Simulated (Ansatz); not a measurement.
An input meant for cis-[IrF2(NH3)4]+ (IrN₄F₂H₁₂⁺) (charge 1, singlet; atoms displaced at random, 0.08 Å in each coordinate).

```yaml
crystal:
  periodic: [false, false, false]
  atoms:
    - {symbol: Ir, position_ang: [0.246733, -0.035345, 0.217643]}
    - {symbol: F, position_ang: [0.094552, -0.132367, 2.106199]}
    - {symbol: N, position_ang: [0.437781, 0.076469, -1.845722]}
    - {symbol: H, position_ang: [1.482922, 0.109129, -1.912833]}
    - {symbol: H, position_ang: [0.083494, 0.958291, -2.416215]}
    - {symbol: H, position_ang: [0.129085, -0.526142, -2.483757]}
    - {symbol: F, position_ang: [2.117430, 0.024314, 0.098523]}
    - {symbol: N, position_ang: [-1.832654, 0.032070, 0.556719]}
    - {symbol: H, position_ang: [-1.947474, -0.010588, 1.501869]}
    - {symbol: H, position_ang: [-2.414842, -0.840604, 0.171270]}
    - {symbol: H, position_ang: [-2.284943, 0.744524, 0.236401]}
    - {symbol: N, position_ang: [0.405149, 2.091040, 0.390906]}
    - {symbol: H, position_ang: [1.335191, 2.097707, 0.277978]}
    - {symbol: H, position_ang: [0.167418, 2.021604, 1.598908]}
    - {symbol: H, position_ang: [-0.225471, 2.824864, -0.166049]}
    - {symbol: N, position_ang: [0.414605, -2.076352, 0.432190]}
    - {symbol: H, position_ang: [-0.247739, -2.824233, -0.223201]}
    - {symbol: H, position_ang: [0.334911, -2.174657, 1.245124]}
    - {symbol: H, position_ang: [1.352386, -2.225965, 0.183008]}
basis:
  gaussian: {orbitals: def2-mTZVPP, fitting: {mean_field: cc-pVTZ-jkfit}}
total_charge: 1
hamiltonian: {xc: {name: SPW92}, pseudopotentials: {relativity: scalar}}
scf: {omitted_lower_state_checks: [starts]}
output: {forces: true}
```

```sh
$ ansatz run in.yaml --threads 4 --pin off --events-out ev --progress --plain --max-ram 8704MiB
```

(1) Predict how Ansatz answers.

## Answers

(1) The program refused the input.
```
Functional definition: SPW92
Error: [file] the basis set cc-pVTZ-JKFIT has no functions for Ir
```
